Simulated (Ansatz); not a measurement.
Ansatz (a program for electronic structure) input (B3LYP/6-31G**): The .json file is the Basis Set Exchange's 6-31G**.

Ansatz 0.2 input:
```yaml
crystal:
  periodic: [false, false, false]
  atoms:
    - {symbol: C, position_ang: [-0.00000000, -0.00000000, -0.51434300]}
    - {symbol: O, position_ang: [0.00000000, 0.00000000, 0.58709700]}
    - {symbol: H, position_ang: [-0.00000000, -0.00000000, -1.61072400]}
basis:
  gaussian:
    orbitals: 6-31G__.json
hamiltonian:
  xc: {name: B3LYP}
total_charge: 1
output: {forces: true}
```

Output:

```
Functional definition: B3LYP
integrals: 0.00 GiB planned
323 factors; integrals over basis functions are off by at most 5.6e-4 eV
mean field: 0.07 GiB planned
mean field evaluation 1: about -3079.0486 eV, gradient 7.9e1 eV
mean field evaluation 2: about -3032.9561 eV, gradient 1.6e2 eV
mean field evaluation 4: about -3089.7327 eV, gradient 3.9e0 eV
mean field evaluation 8: about -3089.7672 eV, gradient 1.2e-1 eV
mean field -3089.76721928 eV, -113.5468509889 hartree, gradient 4.7e-5 eV, S^2 0.000000; 0 other end points of the search recorded, 0 dependent functions left out
the calculation of the forces begins
reference -3089.76732691 eV, -113.5468549446 hartree; 7, 7 occupied and 28, 28 virtual orbitals, 323 factors
Total energy: -3089.76732691 eV, -113.5468549446 hartree
Atom 0 at    -0.000000    -0.000000    -0.514343 Å, force    -0.000000     0.000000    -1.690898 eV/Å
Atom 1 at     0.000000     0.000000     0.587097 Å, force     0.000000    -0.000000     1.771772 eV/Å
Atom 2 at    -0.000000    -0.000000    -1.610724 Å, force     0.000000    -0.000000    -0.080874 eV/Å
Dipole moment:     0.000000    -0.000000    -0.775782 e Å
```

The dipole moment of an ion depends on the origin.

The geometry given is a B3LYP-D3(BJ)/def2-TZVP minimum.
